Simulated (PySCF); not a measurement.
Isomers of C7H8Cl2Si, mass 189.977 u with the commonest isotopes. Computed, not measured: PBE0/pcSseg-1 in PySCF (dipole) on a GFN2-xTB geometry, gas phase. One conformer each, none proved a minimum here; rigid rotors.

Task: Order these by out-of-plane moment Σ m c² = (Ia + Ib − Ic)/2, smallest first.
A. `[CH3:1][Si:2]([Cl:3])([Cl:4])[c:5]1[cH:6][cH:7][cH:8][cH:9][cH:10]1` with C1–Si2–C5–C6 70° (MePhSiCl2)
B. `[CH2:1]=[C:2]1[SiH2:3][CH:4]=[C:5]([CH:6]([Cl:7])[Cl:8])[C:9]1=[CH2:10]` with C4–C5–C6–Cl7 -120°
C. `[CH2:1]=[C:2]1[CH:3]=[C:4]([SiH2:5][CH:6]([Cl:7])[Cl:8])[C:9]1=[CH2:10]` with C3–C4–Si5–C6 79°, C4–Si5–C6–Cl7 -61°

Result: A (107.96 u·Å²), C (151.21 u·Å²), B (152.24 u·Å²).

Task: Order these by dipole moment, smallest first.
A. `[CH2:1]=[C:2]1[SiH2:3][CH:4]=[C:5]([CH:6]([Cl:7])[Cl:8])[C:9]1=[CH2:10]` with C4–C5–C6–Cl7 -120°
B. `[CH2:1]=[C:2]1[CH:3]=[C:4]([SiH2:5][CH:6]([Cl:7])[Cl:8])[C:9]1=[CH2:10]` with C3–C4–Si5–C6 79°, C4–Si5–C6–Cl7 -61°
C. `[CH3:1][Si:2]([Cl:3])([Cl:4])[c:5]1[cH:6][cH:7][cH:8][cH:9][cH:10]1` with C1–Si2–C5–C6 70° (MePhSiCl2)

Result: B (1.69 D), A (2.00 D), C (2.58 D).

Task: Order these by rotational constant A, largest first.
A. `[CH3:1][Si:2]([Cl:3])([Cl:4])[c:5]1[cH:6][cH:7][cH:8][cH:9][cH:10]1` with C1–Si2–C5–C6 70° (MePhSiCl2)
B. `[CH2:1]=[C:2]1[CH:3]=[C:4]([SiH2:5][CH:6]([Cl:7])[Cl:8])[C:9]1=[CH2:10]` with C3–C4–Si5–C6 79°, C4–Si5–C6–Cl7 -61°
C. `[CH2:1]=[C:2]1[SiH2:3][CH:4]=[C:5]([CH:6]([Cl:7])[Cl:8])[C:9]1=[CH2:10]` with C4–C5–C6–Cl7 -120°

Result: C (1402 MHz), A (1325 MHz), B (1254 MHz).

```tsv
SMILES	point group	Ia (u·Å²)	Ib (u·Å²)	Ic (u·Å²)	κ	μa (D)	μb (D)	μc (D)
C=C1C=C([SiH2]C(Cl)Cl)C1=C	C1	402.91	939.21	1039.71	-0.86	0.48	0.12	1.61
C=C1[SiH2]C=C(C(Cl)Cl)C1=C	Cs	360.48	935.20	991.21	-0.93	1.85	0.76	0.04
C[Si](Cl)(Cl)c1ccccc1	C1	381.38	885.37	1050.83	-0.79	1.95	0.22	1.67
```
